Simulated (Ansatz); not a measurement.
Cost and result for the atomization energy of C$_{3}$H$_{7}$ClSi, SMILES `C=C(Cl)[SiH2]C` (12 atoms, 11 bonds).

```xyz
12

C    -2.017    0.055   -1.019
C    -0.691    0.086   -0.990
Cl    0.219   -0.479   -2.368
Si    0.359    0.693    0.438
C     1.504   -0.654    1.032
H    -2.576   -0.309   -1.873
H    -2.576    0.407   -0.159
H     1.140    1.870   -0.026
H    -0.585    1.121    1.506
H     0.937   -1.514    1.395
H     2.151   -0.988    0.219
H     2.136   -0.290    1.846
```

Total charge 0; spin multiplicity 1. All single points use the PBE0-D4/def2-TZVP geometry. It is one conformer, not always the lowest. Program: Ansatz. All runs use 4 threads of an Arm Neoverse V2 on a shared host. Times are those of one run each, without the atoms' runs, and a repeat can differ threefold. Electronic energies, without spin–orbit coupling; frozen cores. CCSD(T)/CBS adds CCSD(T) − MP2 in def2-TZVPP to the MP2 limit, and its time is that of the two runs behind it. T1 = 0.011. HSE06 is the plane-wave form, built on full-range PBE exchange.

CCSD(T)/CBS is a level of theory with its own doubt, some kJ/mol a heavy atom from the limit and from the frozen cores, so smaller differences don't rank the functionals.

```
                 level  functions  wall time
LDA (SPW92)/def2-TZVPP        275      1.5 s
  revPBE-D4/def2-TZVPP        275      2.3 s
    BLYP-D4/def2-TZVPP        275      2.5 s
   BHLYP-D4/def2-TZVPP        275      3.7 s
   HSE06-D4/def2-TZVPP        275      4.1 s
      CCSD(T)/def2-SVP        113        6 s
 r2SCANh-D4/def2-TZVPP        275      6.5 s
     B2PLYP/def2-TZVPP        275      6.5 s
   PBE-QIDH/def2-TZVPP        275        7 s
     B97M-V/def2-TZVPP        275       10 s
        MP2/def2-QZVPP        521       29 s
    CCSD(T)/def2-TZVPP        275    3.4 min
     CCSD(T)/CBS(def2)          –    3.9 min
```

(1) What atomization energy does each give, and how far from CCSD(T)/CBS? (Best estimate.)

## Answers

(1) Computed: 
```tsv
level	atomization (kJ/mol)	difference from CCSD(T)/CBS	per bond
LDA (SPW92)/def2-TZVPP	5020.5	587.4	53.4
revPBE-D4/def2-TZVPP	4417.9	-15.2	-1.4
BLYP-D4/def2-TZVPP	4412.5	-20.6	-1.9
BHLYP-D4/def2-TZVPP	4333.4	-99.7	-9.1
HSE06-D4/def2-TZVPP	4456.3	23.2	2.1
CCSD(T)/def2-SVP	4207.2	-225.9	-20.5
r2SCANh-D4/def2-TZVPP	4429.5	-3.6	-0.3
B2PLYP/def2-TZVPP	4383.7	-49.4	-4.5
PBE-QIDH/def2-TZVPP	4420.4	-12.7	-1.2
B97M-V/def2-TZVPP	4453.4	20.3	1.9
MP2/def2-QZVPP	4441.3	8.2	0.8
CCSD(T)/def2-TZVPP	4326.0	-107.1	-9.7
CCSD(T)/CBS(def2)	4433.1	0.0	0.0
```

Leaving LDA and LC-ωPBE aside and taking each functional with its dispersion term where it has one, the values, not all of them listed here, spread over 175.6 kJ/mol, from BHLYP-D4 to PBE-D4. LDA lies +539.4 kJ/mol from PBE without D4, its usual overbinding. At CCSD(T), def2-SVP lies −225.9 kJ/mol from the extrapolated value and def2-TZVPP −107.1 kJ/mol: correlation converges slowly with the basis, and small sets miss more of it in the bonded molecule than in its fragments. The D4 term adds +45.1 kJ/mol with B3LYP and +23.8 kJ/mol with PBE0; it sums over pairs of atoms, weighted by their polarisabilities, and B3LYP, whose exchange is more repulsive, gets the larger term.

B3LYP here is the variant with VWN-RPA as its local correlation; programs differ in this.
